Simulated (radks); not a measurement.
Values are calculated unless marked as measured or tabulated.
Task: All-electron atom: Er51+ in [Ne] 3s2 3p5. Level of theory: Dirac Kohn-Sham, PBE, spin-unpolarised, spherical densities, finite nucleus; open shells fill j = l - 1/2 first; Fermi nuclear charge, rms radius 5.2516 fm (a radial shooting solver on a logarithmic mesh with Libxc functionals). Some entries of the table are withheld. Estimate them.

orbital,occ.,eigenvalue (Ry),<r^2> (bohr^2),<r> (bohr)
1s1/2,2,-4472.417,0.0005678,0.02037
2s1/2,2,-960.1995,0.008584,0.08503
2p1/2,2,(1),0.006180,(2)
2p3/2,4,(3),0.007336,(4)
3s1/2,2,-374.7625,(5),0.2081
3p1/2,2,-363.1645,0.04468,(6)
3p3/2,3,-345.6549,0.04952,(7)

Result: 
(1) 2p1/2 eigenvalue (Ry): -929.3946
(2) 2p1/2 <r> (bohr): 0.07072
(3) 2p3/2 eigenvalue (Ry): -860.7055
(4) 2p3/2 <r> (bohr): 0.07776
(5) 3s1/2 <r^2> (bohr^2): 0.04945
(6) 3p1/2 <r> (bohr): 0.1962
(7) 3p3/2 <r> (bohr): 0.2070
